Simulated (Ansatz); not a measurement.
A run for Ansatz (a quantum-chemistry and plane-wave program): R-r2SCAN/def2-TZVPP on C8H8 (SMILES C1=C\C=C/C=C\C=C/1).

Ansatz 0.2 input:
```yaml
crystal:
  periodic: [false, false, false]
  atoms:
    - {symbol: C, position_ang: [1.84426397, 0.00095887, 0.00000000]}
    - {symbol: C, position_ang: [1.35125563, 1.25515669, -0.00000000]}
    - {symbol: C, position_ang: [-0.00095891, 1.84426401, 0.00000000]}
    - {symbol: C, position_ang: [-1.25515673, 1.35125565, 0.00000000]}
    - {symbol: C, position_ang: [-1.84426400, -0.00095899, -0.00000000]}
    - {symbol: C, position_ang: [-1.35125558, -1.25515677, -0.00000000]}
    - {symbol: C, position_ang: [0.00095895, -1.84426395, -0.00000000]}
    - {symbol: C, position_ang: [1.25515674, -1.35125557, -0.00000000]}
    - {symbol: H, position_ang: [2.93860649, -0.04184269, 0.00000000]}
    - {symbol: H, position_ang: [2.12352504, 2.03169878, -0.00000000]}
    - {symbol: H, position_ang: [0.04184268, 2.93860650, -0.00000000]}
    - {symbol: H, position_ang: [-2.03169877, 2.12352506, 0.00000000]}
    - {symbol: H, position_ang: [-2.93860647, 0.04184272, 0.00000000]}
    - {symbol: H, position_ang: [-2.12352510, -2.03169876, -0.00000000]}
    - {symbol: H, position_ang: [-0.04184273, -2.93860646, -0.00000000]}
    - {symbol: H, position_ang: [2.03169878, -2.12352507, 0.00000000]}
basis:
  gaussian:
    orbitals: def2-TZVPP
hamiltonian:
  xc: {name: r2SCAN}
scf: {lower_state_search: off}
```

It printed:

```
WARN ansatz: RAYON_NUM_THREADS=8 ignored (pool sized by the plan → 8); use --threads N
Functional definition: r2SCAN
these checks for a lower state are left out or cut short: stability, starts, cluster_reference, orbital_swaps, neighbouring_geometries, increment
integrals: 0.41 GiB planned
1912 factors; their error is unknown
mean field: 2.93 GiB planned
mean field evaluation 1: about -8407.2738 eV, gradient 7.5e1 eV
mean field evaluation 2: about -8399.4899 eV, gradient 9.3e1 eV
mean field evaluation 4: about -8421.6252 eV, gradient 1.7e0 eV
mean field evaluation 8: about -8421.6483 eV, gradient 2.8e-2 eV
mean field evaluation 16: about -8421.5893 eV, gradient 3.1e-4 eV
mean field -8421.58932773 eV, -309.4876994357 hartree, gradient 7.2e-6 eV, S^2 0.000000; 0 other end points of the search recorded, 0 dependent functions left out
reference -8421.58934126 eV, -309.4876999330 hartree; 28, 28 occupied and 332, 332 virtual orbitals, 1912 factors
Total energy: -8421.58934126 eV, -309.4876999330 hartree
Checks for a lower state left out: stability, starts, cluster_reference, orbital_swaps, neighbouring_geometries, increment
```

The calculation finished and met its thresholds.

Cost: very roughly 15 core-seconds.
